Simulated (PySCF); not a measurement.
## Atomic charges by several schemes

C₈H₁₆P (charge +1).
Cartesian coordinates in Å at the GFN2-xTB level; atoms count from 1:
```xyz
25
C8H16P angstrom
C      3.6698   -0.0112   -0.7280
C      2.6947    0.1236    0.1602
P      0.9579   -0.0125   -0.2579
C      0.1732    1.5907    0.0876
C     -1.3120    1.7016   -0.2601
C     -2.1590    0.5520    0.2863
C     -1.9414   -0.7576   -0.4866
C     -1.1376   -1.8223    0.2574
C      0.2259   -1.3284    0.7587
H      3.4781   -0.2125   -1.7703
H      4.7053    0.0759   -0.4423
H      2.8972    0.3254    1.2060
H      0.9018   -0.3261   -1.5996
H      0.7481    2.3582   -0.4409
H      0.3218    1.7456    1.1644
H     -1.4391    1.7548   -1.3430
H     -1.6726    2.6450    0.1533
H     -1.9554    0.4103    1.3484
H     -3.2051    0.8460    0.2021
H     -1.4453   -0.5352   -1.4385
H     -2.9073   -1.1962   -0.7392
H     -0.9911   -2.6684   -0.4151
H     -1.7092   -2.1844    1.1126
H      0.1474   -0.8973    1.7639
H      0.9429   -2.1527    0.8143
```

Density: PBE0/pcSseg-1 (PySCF); schemes: Mulliken, IAO, Hirshfeld and ESP-fitted. One conformer (not necessarily the lowest) at the GFN2-xTB geometry, without solvent, vibrations or thermal averaging.

Question: Atoms with like bonding are taken together and averaged. At which atom do the 4 schemes differ most?

Answer: At P3: from +0.462 (Hirshfeld) to +1.052 e (IAO), 0.590 e apart.

Question: Do the Mulliken, IAO, Hirshfeld and ESP-fitted schemes agree on where the charge is highest?

Answer: All schemes agree: Mulliken P3 (+0.521); IAO P3 (+1.052); Hirshfeld P3 (+0.462); ESP-fitted P3 (+0.612).

Question: What partial charge does each atom carry?

Answer: In e; atoms taken as equivalent share a row and are averaged (×n: the atom named and its like, n in all):

```
   atom                     environment  Mulliken     IAO  Hirshfeld  ESP-fitted
     C1            terminal =CH2 carbon    -0.060  -0.220     -0.017      -0.119
     C2                alkene CH carbon    -0.412  -0.389     -0.076      -0.469
     P3          phosphonium phosphorus    +0.521  +1.052     +0.462      +0.612
  C4/C9  sp3 carbon bound to phosphorus    -0.411  -0.464     -0.079      -0.302
  C5/C8                 ring CH2 carbon    -0.196  -0.255     -0.054      -0.097
  C6/C7                 ring CH2 carbon    -0.265  -0.270     -0.063      -0.101
    H10                vinylic hydrogen    +0.155  +0.173     +0.074      +0.151
    H11                vinylic hydrogen    +0.178  +0.198     +0.090      +0.196
    H12                vinylic hydrogen    +0.185  +0.187     +0.076      +0.242
    H13                    P–H hydrogen    +0.147  +0.017     +0.052      +0.106
H14/H25              methylene hydrogen    +0.206  +0.189     +0.073      +0.157
H15/H24              methylene hydrogen    +0.194  +0.176     +0.070      +0.157
H16/H22              methylene hydrogen    +0.153  +0.154     +0.055      +0.079
H17/H23              methylene hydrogen    +0.167  +0.168     +0.065      +0.103
H18/H21              methylene hydrogen    +0.148  +0.151     +0.054      +0.085
H19/H20              methylene hydrogen    +0.148  +0.141     +0.049      +0.059
```

Mean size of the charges over all atoms: IAO 0.247 e, Mulliken 0.217 e, ESP-fitted 0.167 e, Hirshfeld 0.079 e. Each set sums to the total charge, 1, to within 0.001 e. The ESP scheme fits charges at the nuclei, held to the total charge, to the electrostatic potential on points at 1.4 to 2.0 times the van der Waals radii.

Some averages cover members that differ in this geometry: C5/C8, ESP-fitted -0.159 to -0.034; C6/C7, Mulliken -0.308 to -0.223; C6/C7, ESP-fitted -0.137 to -0.065; H19/H20, ESP-fitted +0.029 to +0.089 e.

Question: How closely do the schemes follow one another over all atoms?

Answer: Correlation coefficient and root-mean-square difference: IAO with Hirshfeld 0.96, 0.211 e; IAO with ESP-fitted 0.94, 0.133 e; Mulliken with IAO 0.94, 0.118 e; Mulliken with ESP-fitted 0.93, 0.090 e; Hirshfeld with ESP-fitted 0.89, 0.125 e; Mulliken with Hirshfeld 0.84, 0.161 e.

Question: Sum the charges by element, for elements with more than one atom.

Answer: 
```json
{"element": "C", "atoms": "8", "Mulliken": "-2.217", "IAO": "-2.587", "Hirshfeld": "-0.484", "ESP-fitted": "-1.589"}
{"element": "H", "atoms": "16", "Mulliken": "+2.696", "IAO": "+2.535", "Hirshfeld": "+1.022", "ESP-fitted": "+1.977"}
```
